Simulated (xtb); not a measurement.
xtb input (GFN2-xTB):

```bash
xtb mol.xyz --gfn 2 --sp --chrg -1 --uhf 0
```
mol.xyz:
```
3

Cu     0.00000000     0.00000000     0.00000000
I      0.00000000     0.00000000     2.47570087
I     -0.00000000    -0.00000000    -2.47570087
```

End of the output:

```
         :::::::::::::::::::::::::::::::::::::::::::::::::::::
         ::                     SUMMARY                     ::
         :::::::::::::::::::::::::::::::::::::::::::::::::::::
         :: total energy             -11.913129745135 Eh    ::
         :: gradient norm              0.008643933682 Eh/a0 ::
         :: HOMO-LUMO gap              7.720825411889 eV    ::
         ::.................................................::
         :: SCC energy               -11.923071837727 Eh    ::
         :: -> isotropic ES            0.109062462121 Eh    ::
         :: -> anisotropic ES         -0.002857223859 Eh    ::
         :: -> anisotropic XC         -0.035631179224 Eh    ::
         :: -> dispersion             -0.002697441137 Eh    ::
         :: repulsion energy           0.009942092592 Eh    ::
         :: add. restraining           0.000000000000 Eh    ::
         :: total charge              -1.000000000000 e     ::
         :::::::::::::::::::::::::::::::::::::::::::::::::::::

           -------------------------------------------------
          |                Property Printout                |
           -------------------------------------------------

    * Orbital Energies and Occupations

         #    Occupation            Energy/Eh            Energy/eV
      -------------------------------------------------------------
         1        2.0000           -0.5490146             -14.9394
         2        2.0000           -0.5389539             -14.6657
         3        2.0000           -0.3012584              -8.1977
         4        2.0000           -0.2628312              -7.1520
         5        2.0000           -0.2417769              -6.5791
         6        2.0000           -0.2417769              -6.5791
         7        2.0000           -0.2395765              -6.5192
         8        2.0000           -0.2395765              -6.5192
         9        2.0000           -0.1717932              -4.6747
        10        2.0000           -0.1714938              -4.6666
        11        2.0000           -0.1714938              -4.6666
        12        2.0000           -0.1528483              -4.1592
        13        2.0000           -0.1528483              -4.1592 (HOMO)
        14                          0.1308868               3.5616 (LUMO)
Note: The following floating-point exceptions are signalling: IEEE_DENORMAL
normal termination of xtb
        15                          0.1308868               3.5616
        16                          0.1526933               4.1550
        17                          0.2109842               5.7412
        18                          0.2430209               6.6129
        19                          0.2430209               6.6129
        20                          0.2440885               6.6420
        21                          0.2440885               6.6420
        22                          0.2597486               7.0681
        23                          0.2597486               7.0681
        24                          0.2818146               7.6686
       ...                                ...                  ...
        27                          1.0698226              29.1114
      -------------------------------------------------------------
                  HL-Gap            0.2837351 Eh            7.7208 eV
             Fermi-level           -0.0109808 Eh           -0.2988 eV

     #   Z          covCN         q      C6AA      α(0)
     1  29 Cu       1.719    -0.018   149.723    27.862
     2  53 I        0.860    -0.491   409.880    34.950
     3  53 I        0.860    -0.491   409.880    34.950

 Mol. C6AA /au·bohr⁶  :       2754.979394
 Mol. C8AA /au·bohr⁸  :     246632.330425
 Mol. α(0) /au        :         97.761602

Wiberg/Mayer (AO) data.
largest (>0.10) Wiberg bond orders for each atom

 ---------------------------------------------------------------------------
     #   Z sym  total        # sym  WBO       # sym  WBO       # sym  WBO
 ---------------------------------------------------------------------------
     1  29 Cu   1.548 --     2 I    0.774     3 I    0.774
     2  53 I    0.800 --     1 Cu   0.774
     3  53 I    0.800 --     1 Cu   0.774
 ---------------------------------------------------------------------------

Topologies differ in total number of bonds
Writing topology from bond orders to xtbtopo.mol

molecular dipole:
                 x           y           z       tot (Debye)
 q only:        0.000       0.000      -0.000
   full:       -0.000       0.000      -0.000       0.000
molecular quadrupole (traceless):
                xx          xy          yy          xz          yz          zz
 q only:       10.748       0.000      10.748       0.000       0.000     -21.495
  q+dip:       21.186       0.000      21.186      -0.000       0.000     -42.372
   full:       21.803       0.000      21.803      -0.000       0.000     -43.606

           -------------------------------------------------
          | TOTAL ENERGY              -11.913129745135 Eh   |
          | GRADIENT NORM               0.008643933682 Eh/α |
          | HOMO-LUMO GAP               7.720825411889 eV   |
           -------------------------------------------------

------------------------------------------------------------------------
------------------------------------------------------------------------
 total:
 SCF:
```
